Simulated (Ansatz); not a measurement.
Molecular dynamics of Re12F

The input (input.yaml):

```yaml
accuracy: low
crystal:
  lattice:
    - [5.52, 0.0, 0.0]
    - [-4.14, 7.17069, 0.0]
    - [0.0, 0.0, 4.4574]
  atoms:
    - { symbol: Re, position: [-0.00257888, -0.000796, -0.01244747] }
    - { symbol: Re, position: [0.16980007, 0.22612457, 0.49301408] }
    - { symbol: Re, position: [0.00528535, 0.32918823, -0.03699015] }
    - { symbol: Re, position: [0.2099555, 0.57668877, 0.50856998] }
    - { symbol: Re, position: [0.00910634, 0.67861329, -0.02210412] }
    - { symbol: Re, position: [0.15796644, 0.88514921, 0.49411088] }
    - { symbol: Re, position: [0.49877561, -0.00225697, -0.01212053] }
    - { symbol: Re, position: [0.62905364, 0.17817598, 0.50787751] }
    - { symbol: Re, position: [0.48530294, 0.32756264, -0.03053075] }
    - { symbol: Re, position: [0.64818582, 0.57421078, 0.51464169] }
    - { symbol: Re, position: [0.50393549, 0.67281316, -0.00911094] }
    - { symbol: Re, position: [0.68153919, 0.89601286, 0.49522103] }
    - { symbol: F, position: [0.82180179, 0.43358538, 0.36001359] }
basis:
  ecutwfc: 420.0
kpoints:
  mp_grid: { grid: [3, 2, 3] }
hamiltonian:
  xc: pbesol
scf:
  occupations: { method: fermi_dirac, width: 0.15 }
  lower_state_search: "off"
md:
  timestep: 2
  n_steps: 210
  ensemble: nve
  temperature: 3000.0
  initial_velocities: maxwell_boltzmann
  seed: 689463
```

Run as:

```bash
$ ansatz run input.yaml --threads 2 --pin off --max-ram 5120MiB --backend cpu --events-out ev --progress --plain --runs-dir out
```

It starts from a relaxed structure.

Output, in part (step lines):

```
md step     0: t =     0.00 fs  T =  3000.0 K  F+E_penalty+E_count = -129641.96221096 eV  E_kin = 4.653360 eV  conserved = -129637.30885100 eV  (7 SCF iters)
md step     1: t =     2.00 fs  T =  2983.8 K  F+E_penalty+E_count = -129641.93701520 eV  E_kin = 4.628280 eV  conserved = -129637.30873515 eV  (7 SCF iters)
md step     2: t =     4.00 fs  T =  2937.1 K  F+E_penalty+E_count = -129641.86424644 eV  E_kin = 4.555813 eV  conserved = -129637.30843375 eV  (7 SCF iters)
md step     3: t =     6.00 fs  T =  2862.9 K  F+E_penalty+E_count = -129641.74867484 eV  E_kin = 4.440698 eV  conserved = -129637.30797687 eV  (7 SCF iters)
md step     4: t =     8.00 fs  T =  2765.8 K  F+E_penalty+E_count = -129641.59748522 eV  E_kin = 4.290059 eV  conserved = -129637.30742605 eV  (7 SCF iters)
md step     5: t =    10.00 fs  T =  2651.3 K  F+E_penalty+E_count = -129641.41929956 eV  E_kin = 4.112433 eV  conserved = -129637.30686662 eV  (4 SCF iters)
md step     6: t =    12.00 fs  T =  2524.9 K  F+E_penalty+E_count = -129641.22285857 eV  E_kin = 3.916474 eV  conserved = -129637.30638445 eV  (3 SCF iters)
md step     7: t =    14.00 fs  T =  2391.6 K  F+E_penalty+E_count = -129641.01571068 eV  E_kin = 3.709674 eV  conserved = -129637.30603635 eV  (4 SCF iters)
[... lines left out ...]
md step   208: t =   416.00 fs  T =  1563.3 K  F+E_penalty+E_count = -129639.73102715 eV  E_kin = 2.424907 eV  conserved = -129637.30612001 eV  (4 SCF iters)
md step   209: t =   418.00 fs  T =  1587.6 K  F+E_penalty+E_count = -129639.76857303 eV  E_kin = 2.462559 eV  conserved = -129637.30601388 eV  (3 SCF iters)
md step   210: t =   420.00 fs  T =  1608.1 K  F+E_penalty+E_count = -129639.80019154 eV  E_kin = 2.494299 eV  conserved = -129637.30589240 eV  (7 SCF iters)
```

The steps, from the saved trajectory:

| time (fs) | T (K) | potential energy less start (eV) | conserved less start (meV/atom) |
| --- | --- | --- | --- |
| 0.0 | 3000 | 0.000 | 0.00 |
| 14.0 | 2392 | 0.947 | 0.22 |
| 28.0 | 1445 | 2.416 | 0.28 |
| 42.0 | 827 | 3.377 | 0.41 |
| 56.0 | 1053 | 3.023 | 0.23 |
| 70.0 | 1293 | 2.650 | 0.18 |
| 84.0 | 1186 | 2.818 | 0.25 |
| 98.0 | 990 | 3.121 | 0.22 |
| 112.0 | 816 | 3.393 | 0.34 |
| 126.0 | 1121 | 2.918 | 0.28 |
| 140.0 | 1576 | 2.210 | 0.19 |
| 154.0 | 1780 | 1.896 | 0.24 |
| 168.0 | 1846 | 1.793 | 0.21 |
| 182.0 | 1715 | 1.998 | 0.30 |
| 196.0 | 1658 | 2.084 | 0.19 |
| 210.0 | 1417 | 2.458 | 0.26 |
| 224.0 | 1307 | 2.630 | 0.27 |
| 238.0 | 1438 | 2.426 | 0.26 |
| 252.0 | 1571 | 2.219 | 0.12 |
| 266.0 | 1331 | 2.592 | 0.21 |
| 280.0 | 1096 | 2.959 | 0.41 |
| 294.0 | 1366 | 2.538 | 0.28 |
| 308.0 | 1851 | 1.784 | 0.11 |
| 322.0 | 1968 | 1.603 | 0.22 |
| 336.0 | 1827 | 1.822 | 0.22 |
| 350.0 | 1540 | 2.267 | 0.25 |
| 364.0 | 1267 | 2.692 | 0.26 |
| 378.0 | 1104 | 2.944 | 0.26 |
| 392.0 | 1093 | 2.961 | 0.30 |
| 406.0 | 1366 | 2.538 | 0.23 |
| 420.0 | 1608 | 2.162 | 0.23 |

All steps were run. The conserved energy stayed within 0.41 meV per atom of its start (net change 0.23 meV per atom), so the integration is sound. The temperature averaged 0.48 of the 3000 K drawn at the start: a run that starts near a minimum puts about half its kinetic energy into the potential. A run of 0.42 ps of so small a system gives no equilibrium averages. Limits of this set-up: coarse k mesh, odd electron count without spin, low accuracy level.

Mean squared displacements from the first frame to the last, about the centre of mass: Re 0.03 Å², F 0.22 Å².

Last frame:

```xyz
13
Lattice="5.5200 0.0000 0.0000 -4.1400 7.1707 0.0000 0.0000 0.0000 4.4574" Properties=species:S:1:pos:R:3
Re -0.053 0.061 -0.136
Re -0.024 1.695 2.161
Re -1.283 2.344 -0.108
Re -1.220 4.075 2.510
Re -2.864 4.867 0.076
Re -2.800 6.255 2.208
Re 2.700 0.004 -0.064
Re 2.696 1.317 2.272
Re 1.376 2.369 -0.372
Re 1.432 4.140 2.194
Re 0.034 4.785 0.068
Re -0.064 6.389 2.119
F 2.904 3.106 1.170
```

Run time: 24 min on 2 threads of Arm Neoverse V1, on a shared host, peak memory 0.66 GiB.
